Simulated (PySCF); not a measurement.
**Checking a proposed structure**

A compound C₅H₁₀OSi gives the data below (simulated from a calculation) and was assigned the structure `C=C[C@H]1C[Si@@H](O)C1`.

$^{13}$C{$^{1}$H} NMR (computed): δ 159.0 (C), 108.1 (CH2), 85.1 (CH), 62.8 (CH2), 20.9 (CH3).

$^{1}$H NMR (400 MHz, computed): δ 5.39 (m, 1H), 5.20 (m, 1H), 5.03 (m, 1H), 4.82 (m, 1H), 4.73 (m, 1H), 4.65 (m, 1H), 4.61 (m, 1H), 2.28 (s, 3H).

In vacuum, no relativistic terms, one averaged value for each set of equivalent atoms, single conformer. Geometry from GFN2-xTB; shielding tensors at PBE0/pcSseg-1 (GIAO); PySCF.

Referencing at the same level of theory: $^{1}$H, $^{13}$C against TMS.

Task: Compare with the shifts computed for the proposed structure, pairing carbons in order of shift.

Result: Atoms are numbered as in `[CH2:1]=[CH:2][C@H:3]1[CH2:4][Si@@H:5]([OH:6])[CH2:7]1`; H(Xn) means a hydrogen on atom n.

| atom | computed for proposal | given list | difference |
| --- | --- | --- | --- |
| C2 | 155.6 | 159.0 | -3.4 |
| C1 | 116.5 | 108.1 | +8.4 |
| C4 | 34.0 | 85.1 | -51.1 |
| C7 | 34.0 | 62.8 | -28.8 |
| C3 | 33.7 | 20.9 | +12.8 |

The rms difference is 27.2 ppm and the largest -51.1 ppm at C4 (sp3 CH2 bonded to Si). The proposal also would give 4 carbon signals, not 5. The carbon types in order of shift don't match either: CH, CH2, CH2, CH2, CH for the proposal against C, CH2, CH, CH2, CH3 in the data. The proposal doesn't fit.

Task: Which isomer fits?

Result: `C=C(C)[C@H]1OC[SiH2]1`.

Carbon types of the structure: 1 × C, 1 × CH, 2 × CH2, 1 × CH3, leaving 2 H on heteroatoms. δC 159.0: fully substituted alkene carbon; the olefinic region. δC 108.1: terminal =CH2 carbon; an sp2 carbon of a C=C bond. δC 85.1: allylic sp3 CH bonded to O and Si; deshielded by the electronegative neighbour. δC 62.8: sp3 CH2 bonded to O and Si; pulled downfield by the heteroatom.

Other isomers checked: C=C1[C@@H](O)[C@H]1[SiH2]C (rms 28.1 ppm); CO/C=C/[C@@H]1C[SiH2]1 (rms 29.1 ppm).

The shifts were computed for this structure.

Shifts are as computed. Against solution values, carbons near 30 ppm lie about +3 ppm off and those near 130 ppm about +5 ppm. Of 1309 compounds with measured shifts, 239 miss one by over three times the rms of a fit or turn the order of signals round; such compounds aren't used in these exercises. No couplings were computed; multiplicities are counted from neighbouring protons, with m where these are inequivalent, close in shift, in a saturated or five-membered ring or joined by F or P, and br s for small geminal =CH2 splittings.
